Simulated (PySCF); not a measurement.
Br3Sn, charge +1, singlet, geometry from GFN2-xTB (such geometries of metal compounds can be far from the true shape) (all electrons, no relativity). Base run: PBE/STO-3G (PySCF).

Geometry (Å):
```xyz
4

Sn     0.0000     0.0000     0.0000
Br    -1.9941    -1.5474    -0.1884
Br    -0.0490     2.2695    -1.1195
Br     2.0431    -0.7221     1.3079
```
Charge +1, spin multiplicity 1.
All else is at PySCF's defaults.

Each row names what was changed in the base input (with any setting that the change needs).

```json
[
 {"change": "base", "basis functions": "81", "E (Eh)": "-13601.35195", "HOMO (eV)": "-9.96", "HOMO-LUMO gap (eV)": "2.83"},
 {"change": "basis = Sapporo-DKH3-DZP-2012; relativity = spin-free X2C; nucleus = Gaussian (with nucmod='G')", "basis functions": "181", "E (Eh)": "-13993.13279", "HOMO (eV)": "-12.45", "HOMO-LUMO gap (eV)": "1.72"},
 {"change": "basis = jorge-DZP-DKH; relativity = none", "basis functions": "177", "E (Eh)": "-13662.82067", "HOMO (eV)": "-12.91", "HOMO-LUMO gap (eV)": "1.62"},
 {"change": "basis = x2c-TZVPall; relativity = spin-free X2C; nucleus = Gaussian (with nucmod='G')", "basis functions": "204", "E (Eh)": "-13993.63009", "HOMO (eV)": "-12.46", "HOMO-LUMO gap (eV)": "1.84"},
 {"change": "basis = x2c-TZVPall; relativity = spin-free X2C", "basis functions": "204", "E (Eh)": "-13993.82491", "HOMO (eV)": "-12.46", "HOMO-LUMO gap (eV)": "1.84"},
 {"change": "basis = jorge-DZP-DKH; relativity = spin-free X2C; nucleus = Gaussian (with nucmod='G')", "basis functions": "177", "E (Eh)": "-13987.99601", "HOMO (eV)": "-12.77", "HOMO-LUMO gap (eV)": "1.20"},
 {"change": "basis = Sapporo-DKH3-DZP-2012; relativity = spin-free X2C", "basis functions": "181", "E (Eh)": "-13993.34059", "HOMO (eV)": "-12.45", "HOMO-LUMO gap (eV)": "1.72"},
 {"change": "basis = x2c-TZVPall; relativity = none", "basis functions": "204", "E (Eh)": "-13580.94182", "HOMO (eV)": "-12.53", "HOMO-LUMO gap (eV)": "2.38"},
 {"change": "basis = jorge-DZP-DKH; relativity = spin-free X2C", "basis functions": "177", "E (Eh)": "-13988.19433", "HOMO (eV)": "-12.77", "HOMO-LUMO gap (eV)": "1.20"},
 {"change": "basis = Sapporo-DKH3-DZP-2012; relativity = none", "basis functions": "181", "E (Eh)": "-13519.90125", "HOMO (eV)": "-12.52", "HOMO-LUMO gap (eV)": "2.87"}
]
```

Absolute energies of different levels of theory aren't comparable as measures of quality.

Basis sets contracted for a relativistic Hamiltonian are a mismatch without it, so the rows without relativity aren't non-relativistic limits. No row has spin-orbit coupling; sets with core potentials leave out the core electrons.
